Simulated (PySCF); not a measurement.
# Unknown compound

An unknown has the formula C5H6N2O2Si. Its calculated NMR data are:

$^{1}$H NMR (500 MHz, computed): δ 5.24 (m, 1H), 5.18 (m, 1H), 5.04 (m, 1H), 5.04 (m, 1H), 4.63 (m, 1H), 2.49 (m, 1H).

$^{13}$C{$^{1}$H} NMR (computed): δ 122.5 (C), 121.4 (C), 64.7 (CH2), 63.5 (CH), 37.1 (CH).

[PySCF 2.14: shielding tensors at PBE0/pcSseg-1 (GIAO); geometry: GFN2-xTB; non-relativistic Hamiltonian; one computed conformer; gas phase]

References, each an isolated molecule treated in the same way: $^{1}$H (σ = 31.72 ppm) and $^{13}$C (σ = 186.93 ppm) vs TMS.

Q: Propose a structure and justify it.

A: 
- The formula gives 5 degrees of unsaturation (1 ring in the answer).
- 5 carbon signals for 5 carbons: no two carbons are equivalent.
- Carbon types of the structure: 2 × C, 2 × CH, 1 × CH2, leaving 2 H on heteroatoms.
- δC 122.5, 121.4: nitrile carbon; typical of a nitrile.
- δC 64.7: sp3 CH2 bonded to O; deshielded by the electronegative neighbour.
- δC 63.5: sp3 CH bonded to O, α to a nitrile; the inductive effect lowers its shielding.
- δC 37.1: sp3 CH α to a nitrile; aliphatic region, no heteroatom directly attached.
- δH 5.24: hydrogen on an sp3 CH bonded to O, α to a nitrile; its carbon carries O, hence the downfield position.
- δH 5.04, 4.63: hydrogen on an sp3 CH2 bonded to O; its carbon carries O, an electronegative neighbour.
- δH 2.49: hydrogen on an sp3 CH α to a nitrile.

Structure: `N#C[C@@H]1CO[SiH2]O[C@H]1C#N`.

The data come from this structure; uniqueness wasn't tested.

Shifts are as computed. Against solution values, carbons near 30 ppm lie about +3 ppm off and those near 130 ppm about +5 ppm. Of 1211 compounds with measured shifts, 218 miss one by over three times the rms of a fit or turn the order of signals round; such compounds aren't used in these exercises. No couplings were computed; multiplicities are counted from neighbouring protons, with m where these are inequivalent, close in shift, in a saturated or five-membered ring or joined by F or P, and br s for small geminal =CH2 splittings.
